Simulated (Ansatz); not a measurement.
C4H10GeO (`CC(C)(C)[O][GeH]`), relaxed with RKS PBE-D4/def2-SVP in Ansatz 0.2.0 from a rough embedded geometry. The force threshold is 0.03 eV/Å; the program also tests the step.

Total charge 0; spin multiplicity 1.

Start:

```xyz
16

C    -0.488   -0.682   -1.096
C     0.199    0.081    0.084
C     1.225    0.984   -0.558
C    -0.733    1.026    0.831
O     0.907   -0.760    0.968
Ge   -0.149   -1.944    1.867
H    -0.871   -0.005   -1.827
H    -1.348   -1.250   -0.640
H     0.218   -1.460   -1.514
H     1.812    1.554    0.191
H     0.787    1.679   -1.291
H     2.026    0.371   -1.133
H    -0.328    1.465    1.742
H    -1.211    1.743    0.178
H    -1.668    0.407    1.211
H    -0.378   -3.209    0.989
```

```tsv
step	energy (eV)	largest force (eV/Å)	largest move (Å)
1	-62847.1311	3.646	0.000
2	-62847.6850	0.812	0.194
3	-62847.7830	0.669	0.112
4	-62847.9146	0.340	0.200
5	-62848.0229	0.532	0.192
6	-62848.1103	0.784	0.193
7	-62848.1690	0.376	0.200
8	-62848.1972	0.256	0.100
9	-62848.2040	0.062	0.056
10	-62848.2058	0.101	0.144
11	-62848.2081	0.067	0.089
12	-62848.2100	0.113	0.109
13	-62848.2129	0.297	0.195
14	-62848.2189	0.292	0.133
15	-62848.2328	0.213	0.191
16	-62848.2454	0.223	0.196
17	-62848.2477	0.223	0.192
18	-62848.2558	0.039	0.096
19	-62848.2561	0.041	0.018
20	-62848.2562	0.002	0.006
```

End:

```xyz
16

C    -0.419   -0.729   -1.148
C     0.226    0.066   -0.005
C     1.299    1.021   -0.540
C    -0.835    0.831    0.799
O     0.934   -0.843    0.876
Ge    0.360   -2.237    1.869
H    -0.930   -0.053   -1.863
H    -1.171   -1.440   -0.750
H     0.354   -1.299   -1.702
H     1.786    1.558    0.298
H     0.860    1.768   -1.232
H     2.080    0.453   -1.083
H    -0.361    1.377    1.639
H    -1.363    1.567    0.160
H    -1.589    0.129    1.210
H    -1.231   -2.170    1.472
```

Hardware: 4 threads of an Intel Xeon 6975P-C on a shared host. Wall time 29 s, peak host memory 0.22 GiB.
